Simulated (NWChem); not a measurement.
System: C3H2F3, doublet; SMILES F/C=C/[C](F)F

```xyz
8

F     -0.1721    -2.6552     0.0000
C      0.3540    -1.4168     0.0000
C     -0.4950    -0.3226     0.0000
C     -0.0712     0.9788     0.0000
F     -0.8832     2.0264     0.0000
F      1.2078     1.3401     0.0000
H      1.4363    -1.3939     0.0000
H     -1.5667    -0.4899     0.0000
```
Atoms are numbered in this order, from 1.

All runs: NWChem. Spin-unrestricted. In the optimisation the excess spin sits in a" (Cs, its own frame). Geometry: optimised at B3LYP/6-31G* (spherical d), spin-unrestricted. No stability test was run on the SCF state. Level: M06-2X/def2-SVP with SMD (1 M gas to 1 M solution), gas-phase geometry. Reactions with the solvent are ignored.

Problem. Among these, which solvent gives the lowest value of “cavity-dispersion-structure term (kcal/mol)”?
A) cyclohexanone
B) n-hexane
C) water
D) ethanol

Solution. B, n-hexane. Values: n-hexane 0.5; ethanol 1.9; cyclohexanone 2.1; water 5.1
